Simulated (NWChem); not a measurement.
System: CBCl2F3; SMILES FC(F)(F)B(Cl)Cl

NWChem printed, in part:

```
             Northwest Computational Chemistry Package (NWChem) 7.3.0
             --------------------------------------------------------

                             Geometry "geometry" -> ""
                             -------------------------

 Output coordinates in angstroms (scale by  1.889725989 to convert to a.u.)

  No.       Tag          Charge          X              Y              Z
 ---- ---------------- ---------- -------------- -------------- --------------
    1 B                    5.0000     0.00792700    -0.52640200     0.01042600
    2 C                    6.0000     0.02487800     1.08699100     0.00999300
    3 F                    9.0000    -0.44903500     1.53976100    -1.17716200
    4 F                    9.0000     1.25254200     1.61316600     0.18354100
    5 F                    9.0000    -0.77037500     1.58227900     0.98547800
    6 Cl                  17.0000     1.50200500    -1.41700900    -0.00647100
    7 Cl                  17.0000    -1.53625200    -1.33078300    -0.00425300

 Effective nuclear repulsion energy (a.u.)     439.8751217139

                              NWChem Property Module
                              ----------------------

  itol2e modified to match energy
  convergence criterion.

                                 NWChem DFT Module
                                 -----------------

 Summary of "ao basis" -> "ao basis" (spherical)
 ------------------------------------------------------------------------------
       Tag                 Description            Shells   Functions and Types
 ---------------- ------------------------------  ------  ---------------------
 B                          pcsseg-1                 7       17   3s3p1d
 C                          pcsseg-1                 7       17   3s3p1d
 F                          pcsseg-1                 7       17   3s3p1d
 Cl                         pcsseg-1                10       24   4s5p1d

  itol2e modified to match energy
  convergence criterion.

            General Information
            -------------------
          SCF calculation type: DFT
          Wavefunction type:  closed shell.
          No. of atoms     :     7
          No. of electrons :    72
           Alpha electrons :    36
            Beta electrons :    36
          Charge           :     0
          Spin multiplicity:     1
          Use of symmetry is: off; symmetry adaption is: off
          Maximum number of iterations: 150
          AO basis - number of functions:   133
                     number of shells:    55
          Convergence on energy requested:  1.00D-07
          Convergence on density requested:  1.00D-05
          Convergence on gradient requested:  5.00D-04

              XC Information
              --------------
                          KT2 Method XC Functional
                        Slater Exchange Functional  1.072 local
                           KT1 gradient correction  1.000 non-local
            Perdew 1991 LDA Correlation Functional  0.577 local

             Grid Information
             ----------------
          Grid used for XC integration:  fine
          Radial quadrature: Mura-Knowles
          Angular quadrature: Lebedev.
          Tag              B.-S. Rad. Rad. Pts. Rad. Cut. Ang. Pts.
          ---              ---------- --------- --------- ---------
          B                   0.85       70           7.0       590
          C                   0.70       70           9.0       590
          F                   0.50       70          11.0       590
          Cl                  1.00      123           9.0       770
          Grid pruning is: on
          Number of quadrature shells:   596
          Spatial weights used:  Erf1

      Superposition of Atomic Density Guess
      -------------------------------------

 Sum of atomic energies:       -1279.15630554

      Non-variational initial energy
      ------------------------------

 Total energy =   -1281.141614
 1-e energy   =   -2647.347233
 2-e energy   =     926.330498
 HOMO         =      -0.359453
 LUMO         =       0.006411

   convergence    iter        energy       DeltaE   RMS-Dens  Diis-err
 ---------------- ----- ----------------- --------- --------- ---------
 d= 0,ls=0.0,diis     1  -1294.4646742680 -1.73D+03  1.44D-02  2.64D+00
 d= 0,ls=0.0,diis     2  -1293.9220298837  5.43D-01  1.02D-02  7.79D+00
 d= 0,ls=0.0,diis     3  -1294.6802456843 -7.58D-01  2.40D-03  2.13D-01
 d= 0,ls=0.0,diis     4  -1294.6953344407 -1.51D-02  8.88D-04  2.90D-02
 d= 0,ls=0.0,diis     5  -1294.6982425969 -2.91D-03  2.17D-04  2.16D-03
  Resetting Diis
 d= 0,ls=0.0,diis     6  -1294.6984923545 -2.50D-04  5.53D-05  1.30D-04
 d= 0,ls=0.0,diis     7  -1294.6985059927 -1.36D-05  2.41D-05  3.69D-06
 d= 0,ls=0.0,diis     8  -1294.6985058478  1.45D-07  1.17D-05  5.60D-06
 d= 0,ls=0.0,diis     9  -1294.6985064147 -5.67D-07  1.74D-06  1.98D-07
 d= 0,ls=0.0,diis    10  -1294.6985064306 -1.59D-08  3.88D-07  6.74D-09

         Total DFT energy =    -1294.698506430600
      One electron energy =    -2650.205030962632
           Coulomb energy =     1025.098017749578
    Exchange-Corr. energy =     -109.466614931470
 Nuclear repulsion energy =      439.875121713924

 Numeric. integr. density =       71.999999661579

                       DFT Final Molecular Orbital Analysis
                       ------------------------------------

 Vector   34  Occ=2.000000D+00  E=-3.310142D-01
              MO Center= -1.3D-01, -1.3D+00, -6.3D-03, r^2= 3.4D+00
   Bfn.  Coefficient  Atom+Function         Bfn.  Coefficient  Atom+Function
  ----- ------------  ---------------      ----- ------------  ---------------
   125     -0.436857  7 Cl pz               101      0.406539  6 Cl pz
   128     -0.354044  7 Cl pz               104      0.330067  6 Cl pz
   116      0.112907  7 Cl pz               119      0.110832  7 Cl pz
    92     -0.105037  6 Cl pz                95     -0.103112  6 Cl pz
   122     -0.058126  7 Cl pz                98      0.054111  6 Cl pz

 Vector   35  Occ=2.000000D+00  E=-3.135093D-01
              MO Center=  3.0D-01, -1.2D+00,  2.2D-03, r^2= 3.7D+00
   Bfn.  Coefficient  Atom+Function         Bfn.  Coefficient  Atom+Function
  ----- ------------  ---------------      ----- ------------  ---------------
   100      0.362841  6 Cl py                99      0.298910  6 Cl px
   103      0.284965  6 Cl py               123      0.271940  7 Cl px
   124     -0.266808  7 Cl py               102      0.238844  6 Cl px
   126      0.215076  7 Cl px               127     -0.208523  7 Cl py
    91     -0.093435  6 Cl py                94     -0.091753  6 Cl py

 Vector   36  Occ=2.000000D+00  E=-3.120454D-01
              MO Center= -3.1D-01, -3.1D-01, -1.0D-02, r^2= 4.1D+00
   Bfn.  Coefficient  Atom+Function         Bfn.  Coefficient  Atom+Function
  ----- ------------  ---------------      ----- ------------  ---------------
   124      0.364056  7 Cl py               127      0.296076  7 Cl py
    20     -0.270923  2 C  s                100      0.254340  6 Cl py
   103      0.208499  6 Cl py                25      0.203123  2 C  py
    42     -0.156206  3 F  py                 8     -0.152870  1 B  py
    45     -0.146046  3 F  py                59     -0.146285  4 F  py

 Vector   37  Occ=0.000000D+00  E=-1.270805D-01
              MO Center=  1.1D-03, -5.5D-01,  1.5D-02, r^2= 2.7D+00
   Bfn.  Coefficient  Atom+Function         Bfn.  Coefficient  Atom+Function
  ----- ------------  ---------------      ----- ------------  ---------------
     9      0.526079  1 B  pz                12      0.451614  1 B  pz
   128     -0.298566  7 Cl pz               104     -0.296814  6 Cl pz
   101     -0.219666  6 Cl pz               125     -0.211081  7 Cl pz
     6      0.198409  1 B  pz                37      0.106249  3 F  s
    42     -0.098455  3 F  py                29      0.093488  2 C  pz

 Vector   38  Occ=0.000000D+00  E= 5.722892D-03
              MO Center=  1.5D-01, -1.0D+00, -1.1D-02, r^2= 3.7D+00
   Bfn.  Coefficient  Atom+Function         Bfn.  Coefficient  Atom+Function
  ----- ------------  ---------------      ----- ------------  ---------------
     3      2.267980  1 B  s                 89     -0.842476  6 Cl s
   102      0.693268  6 Cl px               113     -0.687311  7 Cl s
    20     -0.671601  2 C  s                126     -0.625688  7 Cl px
     2      0.362511  1 B  s                 28      0.361474  2 C  py
   103     -0.327183  6 Cl py                 8     -0.249138  1 B  py

 Vector   39  Occ=0.000000D+00  E= 2.514396D-02
              MO Center= -1.6D-01, -1.8D-02,  9.5D-03, r^2= 3.9D+00
   Bfn.  Coefficient  Atom+Function         Bfn.  Coefficient  Atom+Function
  ----- ------------  ---------------      ----- ------------  ---------------
    10      0.792066  1 B  px               113      0.649478  7 Cl s
     7      0.466314  1 B  px                89     -0.452402  6 Cl s
   126      0.411725  7 Cl px                27      0.402789  2 C  px
   127      0.371824  7 Cl py               103     -0.338473  6 Cl py
    54     -0.322293  4 F  s                 24      0.316352  2 C  px

     Multipole analysis of the density
     ---------------------------------

     L   x y z        total         alpha         beta         nuclear
     -   - - -        -----         -----         ----         -------
     0   0 0 0     -0.000000    -36.000000    -36.000000     72.000000

[...]

          -----------------------------------------
          Chemical Shielding Tensors (GIAO, in ppm)
          -----------------------------------------

                                NWChem CPHF Module
                                ------------------

  scftype          =     RHF
  nclosed          =       36
  nopen            =        0
  variables        =     3492
  # of vectors     =        3
  tolerance        = 0.10D-03
  level shift      = 0.00D+00
  max iterations   =       50
  max subspace     =       30

 SCF residual:    2.6101942791432600E-005

Iterative solution of linear equations
  No. of variables     3492
  No. of equations        3
  Maximum subspace       30
        Iterations       50
       Convergence  1.0D-04

   iter   nsub   residual    time
   ----  ------  --------  ---------
     1      3    1.68D-05      46.0

      Atom:    1  B
        Diamagnetic
    204.3560     -0.5257     -0.0078
     -0.5257    201.3232      0.1584
     -0.0078      0.1584    178.1189

        Paramagnetic
   -157.3752     -0.1960     -0.0533
     -0.1960   -180.7346     -1.4176
     -0.0533     -1.4176    -91.6329

        Total Shielding Tensor
     46.9808     -0.7217     -0.0611
     -0.7217     20.5886     -1.2593
     -0.0611     -1.2593     86.4861

           isotropic =      51.3518
          anisotropy =      52.7375

          Principal Components and Axis System
                 1           2           3
               86.5102     47.0005     20.5448

      1        -0.0012      0.9996      0.0273
      2        -0.0191     -0.0273      0.9994
      3         0.9998      0.0007      0.0191

      Atom:    2  C
        Diamagnetic
    246.7636      0.2591     -0.0094
      0.2591    243.8930      0.2467
     -0.0094      0.2467    244.2579

        Paramagnetic
   -178.5727      0.6453     -0.1045
      0.6453   -200.0432      0.3195
     -0.1045      0.3195   -193.2337

        Total Shielding Tensor
     68.1909      0.9044     -0.1139
      0.9044     43.8498      0.5662
     -0.1139      0.5662     51.0242

           isotropic =      54.3550
          anisotropy =      20.8050

          Principal Components and Axis System
                 1           2           3
               68.2250     51.0685     43.7714

      1         0.9993      0.0025     -0.0373
      2         0.0370      0.0785      0.9962
      3        -0.0054      0.9969     -0.0784

      Atom:    3  F
        Diamagnetic
    468.7083     -2.5590      7.9639
     -2.5590    470.5380     -6.6313
      7.9639     -6.6313    485.5363

        Paramagnetic
   -233.6363    -23.8227      4.3159
    -23.8227   -293.4090    -67.4330
      4.3159    -67.4330   -226.8237

        Total Shielding Tensor
    235.0720    -26.3817     12.2798
    -26.3817    177.1290    -74.0643
     12.2798    -74.0643    258.7126

           isotropic =     223.6379
          anisotropy =     129.9751

          Principal Components and Axis System
                 1           2           3
              310.2879    229.9430    130.6827

      1         0.3095      0.9372      0.1608
      2        -0.5083      0.0201      0.8609
      3         0.8036     -0.3482      0.4826

      Atom:    4  F
        Diamagnetic
    488.9162      8.2022      3.3415
      8.2022    472.0002      1.2123
      3.3415      1.2123    466.0549

        Paramagnetic
   -203.3759     64.8905      3.0868
     64.8905   -282.6718     10.4684
      3.0868     10.4684   -226.4711

        Total Shielding Tensor
    285.5403     73.0927      6.4283
     73.0927    189.3285     11.6807
      6.4283     11.6807    239.5838

           isotropic =     238.1509
          anisotropy =     132.3547

          Principal Components and Axis System
                 1           2           3
              326.3873    238.7178    149.3474

      1         0.8705     -0.1512     -0.4684
      2         0.4752      0.0100      0.8798
      3         0.1284      0.9884     -0.0805

      Atom:    5  F
        Diamagnetic
    474.7234     -4.8149    -11.3063
     -4.8149    471.1028      6.1228
    -11.3063      6.1228    479.4609

        Paramagnetic
   -227.6583    -40.4676     -6.6586
    -40.4676   -287.6797     55.8487
     -6.6586     55.8487   -227.5453

        Total Shielding Tensor
    247.0651    -45.2825    -17.9649
    -45.2825    183.4231     61.9715
    -17.9649     61.9715    251.9156

           isotropic =     227.4679
          anisotropy =     128.2179

          Principal Components and Axis System
                 1           2           3
              312.9465    231.5752    137.8820

      1         0.5342      0.7951      0.2872
      2        -0.5095      0.0317      0.8599
      3        -0.6746      0.6056     -0.4221

      Atom:    6  Cl
        Diamagnetic
   1153.0887     -3.8109     -0.0371
     -3.8109   1149.6088      0.0587
     -0.0371      0.0587   1145.6799

        Paramagnetic
   -562.9282   -150.2839     -7.4557
   -150.2839   -733.1084     -6.4733
     -7.4557     -6.4733   -229.1621

        Total Shielding Tensor
    590.1604   -154.0949     -7.4928
   -154.0949    416.5004     -6.4146
     -7.4928     -6.4146    916.5178

           isotropic =     641.0595
          anisotropy =     413.4744

          Principal Components and Axis System
                 1           2           3
              916.7091    680.1610    326.3085

      1        -0.0198      0.8631      0.5046
      2        -0.0067     -0.5048      0.8632
      3         0.9998      0.0137      0.0158

      Atom:    7  Cl
        Diamagnetic
   1153.4023      3.7036      0.0266
      3.7036   1149.2522      0.0535
      0.0266      0.0535   1145.7152

        Paramagnetic
   -521.9458    136.6055      7.5383
    136.6055   -749.8220     -6.4387
      7.5383     -6.4387   -233.3235

        Total Shielding Tensor
    631.4565    140.3091      7.5649
    140.3091    399.4301     -6.3852
      7.5649     -6.3852    912.3917

           isotropic =     647.7595
          anisotropy =     397.2768

          Principal Components and Axis System
                 1           2           3
              912.6106    697.4239    333.2439

      1         0.0240      0.9044     -0.4260
      2        -0.0059      0.4262      0.9046
      3         0.9997     -0.0192      0.0155
```

Level: KT2/pcSseg-1, GIAO. Structure relaxed at the B3LYP/6-31G* (spherical d) level. NWChem prints the field gradient with the sign opposite to the second derivative of the potential. The printed shielding anisotropy is the first printed principal value minus the mean of the other two.

Problem. Write an input that gives this output.

Solution. One answer among several that fit: the input that was run:
```
start job
memory heap 200 mb stack 900 mb global 1100 mb
geometry units angstroms noautosym nocenter noautoz
  B      0.007927    -0.526402     0.010426
  C      0.024878     1.086991     0.009993
  F     -0.449035     1.539761    -1.177162
  F      1.252542     1.613166     0.183541
  F     -0.770375     1.582279     0.985478
  Cl     1.502005    -1.417009    -0.006471
  Cl    -1.536252    -1.330783    -0.004253
end
basis spherical
  * library pcsseg-1
end
dft
  xc kt2
  iterations 150
end
property
  shielding
  efieldgrad
end
task dft property
```
